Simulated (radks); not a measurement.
Task: The table gives one normalised radial function P(r) = r R(r) of Lu+ in [Xe] 4f13 5d2 6s0.5 6p0.5 (r in bohr). Calculated with a radial shooting solver on a logarithmic mesh with Libxc functionals: scalar-relativistic Kohn-Sham, r2SCAN, spin-polarised, spherical densities, finite nucleus; open shells are filled with parallel spins first (spin-orbit coupling, left out, can overturn this in heavy ions); meta-GGA in the generalised Kohn-Sham scheme; Fermi nuclear charge, rms radius 5.37 fm.

| r | P |
|---|---|
| 0.002872 | 0.0001 |
| 0.003924 | 0.0001 |
| 0.005361 | 0.0003 |
| 0.007324 | 0.0008 |
| 0.01001 | 0.0017 |
| 0.01367 | 0.0039 |
| 0.01867 | 0.0086 |
| 0.02551 | 0.0182 |
| 0.03485 | 0.0367 |
| 0.04762 | 0.0685 |
| 0.06505 | 0.1155 |
| 0.08887 | 0.1680 |
| 0.1214 | 0.1948 |
| 0.1659 | 0.1461 |
| 0.2266 | -0.0073 |
| 0.3096 | -0.2068 |
| 0.4229 | -0.2980 |
| 0.5778 | -0.1556 |
| 0.7893 | 0.1720 |
| 1.078 | 0.5079 |
| 1.473 | 0.6903 |
| 2.013 | 0.6742 |
| 2.75 | 0.5187 |
| 3.756 | 0.3124 |
| 5.132 | 0.1355 |
| 7.011 | 0.0363 |
| 9.578 | 0.0051 |
| 13.08 | 0.0003 |

Which n and l does it have? It may be an empty orbital.

Result: n = 5, l = 2: the number of nodes gives n - l - 1 = 2, the rise at small r (about r^(l+1), flatter next to the nucleus through relativity) gives l, and the extent must fit the shell. The curve is that of 5d up; the table hardly tells the two spins apart. 5d up: eigenvalue -10.522 eV, 2 radial nodes at r = 0.224, 0.679 bohr, <r> = 2.24 bohr, 90 % of the charge inside 3.57 bohr.
